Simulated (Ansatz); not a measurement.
Consider the atomization: `B[S][GaH][SiH3]` → B• + Ga• + 6 H• + S• + Si•.

Calculated with Ansatz (gas phase, PBE0-D4/def2-TZVP geometries, no zero-point term in ΔE). CCSD(T)/CBS adds triple-zeta CCSD(T) − MP2 to the extrapolated MP2 energy (def2 sets, frozen cores). This one scheme is used for every species, atoms too. DFT in def2-TZVPP. HSE06 is defined as in plane-wave codes. Open shells (•) are unrestricted, without spin–orbit coupling. Spin–orbit coupling would lower the free atoms: a little for B, S, Si; clearly for Ga. Bonds to Ga are less sure, by a few kJ/mol each and by 10 to 20 or more in all where they break to atoms, as the def2 sets lack core-valence functions. Scalar relativity is left out up to krypton. One conformer a species, not always the lowest.

`B[S][GaH][SiH3]`:

```xyz
10

B    -0.716    2.037   -0.312
S    -2.011    0.901   -0.758
Ga   -1.039   -1.073   -0.357
Si    1.221   -1.102    0.475
H    -0.946    3.203   -0.422
H     0.346    1.658    0.085
H    -1.978   -2.291   -0.674
H     1.304   -0.392    1.779
H     1.680   -2.504    0.672
H     2.139   -0.438   -0.489
```

(1) What is ΔE at CCSD(T)/CBS? (An estimate is asked.)

(2) What do these levels give: PBE-D4, revPBE-D4, HSE06-D4, BHLYP-D4, ωB97X-V, PBE, revPBE, CAM-B3LYP, MP2/def2-TZVPP, SCS-MP2/def2-TZVPP, HF/def2-QZVPP, SCS-MP2/def2-QZVPP? (Best estimate.)

Largest T1 diagnostic among the species: 0.014.

Answers

(1) The calculation gave: +2927.2 kJ/mol.

(2) Ansatz gave: PBE-D4 2920.3, revPBE-D4 2870.2, HSE06-D4 2914.0, BHLYP-D4 2891.0, ωB97X-V 2953.3, PBE 2895.1, revPBE 2807.2, CAM-B3LYP 2902.7, MP2/def2-TZVPP 2869.2, SCS-MP2/def2-TZVPP 2877.8, HF/def2-QZVPP 2238.9, SCS-MP2/def2-QZVPP 2919.1 kJ/mol.

At CCSD(T), def2-SVP lies −170.3 kJ/mol from the extrapolated value and def2-TZVPP −60.7 kJ/mol: correlation converges slowly with the basis, and small sets miss more of it in the bonded molecule than in its fragments. The D4 term adds +41.2 kJ/mol with B3LYP and +21.7 kJ/mol with PBE0; it sums over pairs of atoms, weighted by their polarisabilities, and B3LYP, whose exchange is more repulsive, gets the larger term.

B3LYP here is the variant with VWN-RPA as its local correlation; programs differ in this.

For atomizations the MP2-based limit and the directly extrapolated one differ by several kJ/mol either way, and by 10 to 25 for some Ge, Se and Sn compounds, so smaller differences from it don't rank the levels.
